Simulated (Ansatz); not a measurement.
The cluster Be₇. Total charge 0; triplet. Geometry r2SCAN/def2-TZVP, that of the charge +1 doublet; atoms count from 1.

| atom | x (Å) | y (Å) | z (Å) |
| --- | --- | --- | --- |
| Be1 | -0.057 | -1.071 | -0.599 |
| Be2 | 0.576 | 0.805 | -1.411 |
| Be3 | 0.050 | 1.065 | 0.602 |
| Be4 | -1.467 | -0.621 | 0.802 |
| Be5 | 0.516 | -0.723 | 1.508 |
| Be6 | -1.440 | 0.322 | -1.071 |
| Be7 | 1.822 | 0.222 | 0.169 |

The charge 0 triplet is spin-contaminated (final ⟨S²⟩ up to 2.50, 2.00 for a pure state). The structure comes from a short search, and lower isomers may exist.

Q: Estimate the Mulliken populations from the PBE0/def2-TZVP orbitals of Ansatz.

A: 
```tsv
atom	charge (e)	spin (α − β)
Be1	0.30	-0.03
Be2	-0.14	0.58
Be3	0.30	-0.02
Be4	-0.12	0.49
Be5	-0.13	0.58
Be6	-0.11	0.31
Be7	-0.10	0.09
```
Mulliken values and Mayer orders depend strongly on the basis.

Q: Where does the spin sit?

A: Summed by element: Be 2.00, of 2 unpaired in all. Largest on single atoms: Be2 0.58, Be5 0.58, Be4 0.49.

Q: And the Mayer bond orders between bonded heavy atoms (over 0.3)?

A: Be1–Be2 0.47 (2.14 Å); Be1–Be4 0.55 (2.04 Å); Be1–Be5 0.41 (2.21 Å); Be1–Be6 0.57 (2.02 Å); Be2–Be3 0.49 (2.10 Å); Be2–Be6 0.74 (2.10 Å); Be2–Be7 0.74 (2.10 Å); Be3–Be4 0.36 (2.28 Å); Be3–Be5 0.52 (2.06 Å); Be3–Be7 0.60 (2.01 Å); Be4–Be5 0.73 (2.11 Å); Be4–Be6 0.71 (2.10 Å); Be5–Be7 0.73 (2.10 Å). Values over 0.3 also appear between atoms too far apart for a bond (Be3–Be6 0.30 at 2.36 Å); they arise where an orbital or an unpaired electron spreads over both atoms.
